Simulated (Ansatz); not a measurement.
`FC(F)(F)c1cnc(-c2cnc(-c3cnc(C(F)(F)F)s3)s2)s1` with charge -1. The state is a doublet with charge -1. Geometry r2SCAN-D4/def2-SVP, that of the neutral singlet; atoms count from 1.

Cartesian coordinates in Å:
```
F 1.1511 4.0187 -5.7331
C 1.3541 2.6992 -5.6097
F 0.6268 2.0787 -6.5541
F 2.6450 2.4511 -5.8888
C 0.9849 2.2465 -4.2365
C 0.4972 3.0128 -3.2009
N 0.2393 2.3476 -2.0467
C 0.5186 1.0687 -2.1608
C 0.3489 0.1055 -1.1044
C 0.5981 -1.2618 -1.0849
N 0.3331 -1.9007 0.0735
C -0.1245 -1.0640 0.9837
C -0.4887 -1.4848 2.3164
C -0.4173 -2.7776 2.8216
N -0.8165 -2.9282 4.1091
C -1.1956 -1.7907 4.6151
C -1.6969 -1.6132 6.0252
F -1.7013 -2.7673 6.6793
F -0.9265 -0.7412 6.6988
F -2.9451 -1.1136 6.0281
S -1.0950 -0.4173 3.5426
S -0.2594 0.5990 0.4450
S 1.1304 0.5969 -3.7425
H 0.3181 4.0878 -3.2722
H 0.9861 -1.8236 -1.9397
H -0.0650 -3.6285 2.2359
```

Single mean-field runs in def2-TZVP are fitted with def2-universal-jkfit.

Problem. Estimate the Mulliken populations from the PBE0/def2-TZVP orbitals of Ansatz.

Solution. 
```csv
atom,charge (e),spin (α − β)
F1,-0.17,0.00
C2,0.43,0.00
F3,-0.17,0.00
F4,-0.17,0.00
C5,-0.09,0.11
C6,-0.11,-0.05
N7,-0.25,0.08
C8,0.11,0.06
C9,0.02,0.07
C10,-0.15,0.04
N11,-0.23,-0.02
C12,0.16,0.18
C13,-0.03,-0.02
C14,-0.20,0.15
N15,-0.19,-0.06
C16,-0.04,0.19
C17,0.41,0.00
F18,-0.15,0.00
F19,-0.17,0.00
F20,-0.17,0.00
S21,-0.05,0.07
S22,-0.05,0.11
S23,-0.06,0.07
H24,0.12,0.00
H25,0.11,0.00
H26,0.12,-0.01
```
Mulliken values depend strongly on the basis.

Problem. Where does the spin sit?

Solution. Summed by element: F 0.01, C 0.74, N 0.00, S 0.25, H -0.01, of 1 unpaired in all. Largest on single atoms: C16 0.19, C12 0.18, C14 0.15.

Problem. And the Mayer bond orders between heavy atoms (over 0.3)?

Solution. F1–C2 1.14 (1.34 Å); C2–F3 1.15 (1.34 Å); C2–F4 1.15 (1.34 Å); C2–C5 1.03 (1.49 Å); C5–C6 1.55 (1.38 Å); C5–S23 1.16 (1.73 Å); C6–N7 1.41 (1.36 Å); N7–C8 1.51 (1.31 Å); C8–C9 1.10 (1.44 Å); C8–S23 1.23 (1.76 Å); C9–C10 1.39 (1.39 Å); C9–S22 1.18 (1.74 Å); C10–N11 1.50 (1.35 Å); N11–C12 1.45 (1.32 Å); C12–C13 1.08 (1.44 Å); C12–S22 1.22 (1.75 Å); C13–C14 1.46 (1.39 Å); C13–S21 1.20 (1.74 Å); C14–N15 1.42 (1.36 Å); N15–C16 1.57 (1.30 Å); C16–C17 1.03 (1.51 Å); C16–S21 1.22 (1.75 Å); C17–F18 1.18 (1.33 Å); C17–F19 1.14 (1.34 Å); C17–F20 1.14 (1.34 Å).
